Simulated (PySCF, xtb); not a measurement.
VO2F, SMILES [O]=[V](=[O])[F], multiplicity 1.

GFN2-xTB run with xtb 6.7.1 at its own geometry gives an orbital gap of 1.85 eV and a dipole moment of 6.49 D.

Coordinates come from a B3LYP-D3(BJ)/def2-SVP optimisation. The multiplicity is an assumed one; other spin states were not compared.

Task: What does ωB97X/def2-TZVPD in PySCF give? (Estimate from the structure and the level; the computed values follow.)

Result: gap 9.72 eV (levels -11.74 and -2.02 eV), dipole 3.02 D.
